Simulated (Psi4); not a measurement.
Psi4 input (wB97X-D/6-311+G**):

```
memory 1500 MB

molecule {
0 1
S     0.00303800   -0.00614200    0.36569200
O     0.01672100    1.24449300   -0.34505600
O    -0.02279600   -1.23220800   -0.38632800
symmetry c1
no_reorient
no_com
}

set {
  basis 6-311+G**
  reference rks
  scf_type pk
  dft_radial_points 99
  dft_spherical_points 590
  e_convergence 1e-8
  d_convergence 1e-7
  maxiter 150
}

e = energy('wb97x-d')
print_out(f'\nFINAL {e:.10f} DIPOLE {variable("CURRENT DIPOLE")[0]:.6f} {variable("CURRENT DIPOLE")[1]:.6f} {variable("CURRENT DIPOLE")[2]:.6f}\n')
```

Output:

```
   => Loading Basis Set <=

    Name: 6-311+G**
    Role: ORBITAL
    Keyword: BASIS
    atoms 1   entry S          line   429 file 6-311pgss.gbs
    atoms 2-3 entry O          line   171 file 6-311pgss.gbs

   => WB97X-D: Empirical Dispersion <=

    Chai and Head-Gordon Dispersion Correction
    Chai, J.-D.; Head-Gordon, M. (2010), J. Chem. Phys., 132: 6615-6620

        s6 =       1.000000

         ---------------------------------------------------------
                                   SCF
               by Justin Turney, Rob Parrish, Andy Simmonett
                          and Daniel G. A. Smith
                              RKS Reference
         ---------------------------------------------------------

  ==> Geometry <==

    Molecular point group: c1
    Full point group: C1

    Geometry (in Angstrom), charge = 0, multiplicity = 1:

       Center              X                  Y                   Z               Mass
    ------------   -----------------  -----------------  -----------------  -----------------
         S            0.003038000000    -0.006142000000     0.365692000000    31.972071174400
         O            0.016721000000     1.244493000000    -0.345056000000    15.994914619570
         O           -0.022796000000    -1.232208000000    -0.386328000000    15.994914619570

  Running in c1 symmetry.

  Rotational constants: A =      1.97012  B =      0.34345  C =      0.29247 [cm^-1]
  Rotational constants: A =  59062.58618  B =  10296.43801  C =   8767.91830 [MHz]
  Nuclear repulsion =  107.841227939047968

  Charge       = 0
  Multiplicity = 1
  Electrons    = 32
  Nalpha       = 16
  Nbeta        = 16

  ==> Algorithm <==

  SCF Algorithm Type is PK.
  DIIS enabled.
  MOM disabled.
  Fractional occupation disabled.
  Guess Type is SAD.
  Energy threshold   = 1.00e-08
  Density threshold  = 1.00e-07
  Integral threshold = 1.00e-12

  ==> Primary Basis <==

  Basis Set: 6-311+G**
    Blend: 6-311+G**
    Number of shells: 34
    Number of basis functions: 74
    Number of Cartesian functions: 77
    Spherical Harmonics?: true
    Max angular momentum: 2

  ==> DFT Potential <==

   => LibXC <=

    Version 7.1.2
    S. Lehtola, C. Steigemann, M. J. T. Oliveira, and M. A. L. Marques,  SoftwareX 7, 1–5 (2018) (10.1016/j.softx.2017.11.002)

   => Composite Functional: WB97X-D <=

    wB97X-D Hyb-GGA Exchange-Correlation Functional

    J.-D. Chai and M. Head-Gordon,  Phys. Chem. Chem. Phys. 10, 6615–6620 (2008) (10.1039/B810189B)

    Deriv               =              1
    GGA                 =           TRUE
    Meta                =          FALSE

    Exchange Hybrid     =           TRUE
    MP2 Hybrid          =          FALSE

   => Exchange-Correlation Functionals <=

    1.0000   wB97X-D range-separated functional

   => Exact (HF) Exchange <=

    0.7780            HF,LR [omega = 0.2000]
    0.2220               HF

   => LibXC Density Thresholds  <==

    XC_HYB_GGA_XC_WB97X_D:  1.00E-14

   => Molecular Quadrature <=

    Radial Scheme          =       TREUTLER
    Pruning Scheme         =           NONE
    Nuclear Scheme         =       TREUTLER

    Blocking Scheme        =         OCTREE
    BS radius alpha        =              1
    Pruning alpha          =              1
    Radial Points          =             99
    Spherical Points       =            590
    Total Points           =         171288
    Total Blocks           =           1324
    Max Points             =            255
    Max Functions          =             74
    Weights Tolerance      =       1.00E-15

  ==> Integral Setup <==

  Using in-core PK algorithm.
   Calculation information:
      Number of atoms:                   3
      Number of AO shells:              34
      Number of primitives:             63
      Number of atomic orbitals:        77
      Number of basis functions:        74

      Integral cutoff                 1.00e-12
      Number of threads:                 1

  Performing in-core PK
  Using 11555100 doubles for integral storage.
  We computed 166641 shell quartets total.
  Whereas there are 177310 unique shell quartets.

  Computing range-separated integrals for PK
  We computed 166641 wK shell quartets total.
  Whereas there are 177310 wK unique shell quartets.

  ==> DiskJK: Disk-Based J/K Matrices <==

    J tasked:                  Yes
    K tasked:                  Yes
    wK tasked:                 Yes
    Omega:               2.000E-01
    Schwarz Cutoff:          1E-12


  Cached 100.0% of DFT collocation blocks in 0.291 [GiB].

  Minimum eigenvalue in the overlap matrix is 1.7845525156E-03.
  Reciprocal condition number of the overlap matrix is 3.1580468341E-04.
    Using symmetric orthogonalization.

  ==> Pre-Iterations <==

  SCF Guess: Superposition of Atomic Densities via on-the-fly atomic UHF (no occupation information).

   -------------------------
    Irrep   Nso     Nmo
   -------------------------
     A         74      74
   -------------------------
    Total      74      74
   -------------------------

  ==> Iterations <==

                        Total Energy        Delta E     RMS |[F,P]|

   @RKS iter SAD:  -548.44443825504902   -5.48444e+02   0.00000e+00
   @RKS iter   1:  -548.36936992235962    7.50683e-02   1.08362e-02 ADIIS/DIIS
   @RKS iter   2:  -548.17957542520355    1.89794e-01   1.46926e-02 ADIIS/DIIS
   @RKS iter   3:  -548.59022609595968   -4.10651e-01   8.84355e-04 ADIIS/DIIS
   @RKS iter   4:  -548.59081931530181   -5.93219e-04   1.32412e-04 ADIIS/DIIS
   @RKS iter   5:  -548.59086856768079   -4.92524e-05   2.84230e-05 DIIS
   @RKS iter   6:  -548.59087177893502   -3.21125e-06   7.51759e-06 DIIS
   @RKS iter   7:  -548.59087208624805   -3.07313e-07   1.48306e-06 DIIS
   @RKS iter   8:  -548.59087210471205   -1.84640e-08   4.48117e-07 DIIS
   @RKS iter   9:  -548.59087210520590   -4.93856e-10   3.41360e-07 DIIS
   @RKS iter  10:  -548.59087210543385   -2.27942e-10   5.70503e-08 DIIS
  Energy and wave function converged.

  ==> Post-Iterations <==

   Electrons on quadrature grid:
      Ntotal   =   31.9999997705 ; deviation = -2.295e-07

    Orbital Energies [Eh]
    ---------------------

    Doubly Occupied:

       1A    -89.216262     2A    -19.315273     3A    -19.315259
       4A     -8.243299     5A     -6.190985     6A     -6.190456
       7A     -6.184957     8A     -1.271335     9A     -1.173350
      10A     -0.744708    11A     -0.600374    12A     -0.598949
      13A     -0.594506    14A     -0.466575    15A     -0.455092
      16A     -0.426950

    Virtual:

      17A     -0.068795    18A      0.061830    19A      0.079530
      20A      0.085054    21A      0.086981    22A      0.155653
      23A      0.164946    24A      0.247653    25A      0.252223
      26A      0.258762    27A      0.272349    28A      0.276884
      29A      0.296495    30A      0.331967    31A      0.348604
      32A      0.382129    33A      0.408400    34A      0.435951
      35A      0.718936    36A      0.750240    37A      0.755988
      38A      0.786083    39A      1.017440    40A      1.026607
      41A      1.111004    42A      1.123730    43A      1.140690
      44A      1.167676    45A      1.177779    46A      1.234814
      47A      1.523682    48A      1.545467    49A      1.637881
      50A      1.699345    51A      1.811022    52A      2.829542
      53A      2.836305    54A      2.839010    55A      2.847083
      56A      2.880161    57A      2.975801    58A      3.000460
      59A      3.147009    60A      3.456212    61A      3.631695
      62A      4.990157    63A      4.993263    64A      5.018631
      65A      5.047949    66A      5.102981    67A      5.302024
      68A      8.088967    69A     17.246823    70A     17.366246
      71A     17.539281    72A     49.886491    73A     49.906394
      74A    189.282873

    Final Occupation by Irrep:
              A
    DOCC [    16 ]
    NA   [    16 ]
    NB   [    16 ]

  @RKS Final Energy:  -548.59087210543385

   => Energetics <=

    Nuclear Repulsion Energy =            107.8412279390479682
    One-Electron Energy =                -969.6776380292189970
    Two-Electron Energy =                 344.1479011423075463
    DFT Exchange-Correlation Energy =     -30.9022902779232709
    Empirical Dispersion Energy =          -0.0000728796470937
    VV10 Nonlocal Energy =                  0.0000000000000000
    Total Energy =                       -548.5908721054338457

Computation Completed

Properties will be evaluated at   0.000000,   0.000000,   0.000000 [a0]

Properties computed using the SCF density matrix

 Multipole Moments:

 ------------------------------------------------------------------------------------
     Multipole            Electronic (a.u.)      Nuclear  (a.u.)        Total (a.u.)
 ------------------------------------------------------------------------------------

 L = 1.  Multiply by 2.5417464519 to convert [e a0] to [Debye]
 Dipole X            :          0.0065208            0.0000151            0.0065359
 Dipole Y            :         -0.0132296            0.0000151           -0.0132145
 Dipole Z            :          0.7868045            0.0000000            0.7868045
 Magnitude           :                                                    0.7869426

 ------------------------------------------------------------------------------------

FINAL -548.5908721054 DIPOLE 0.006536 -0.013214 0.786805

*** Psi4 exiting successfully. Buy a developer a beer!
```

The geometry given is a B3LYP-D3(BJ)/def2-TZVP minimum.
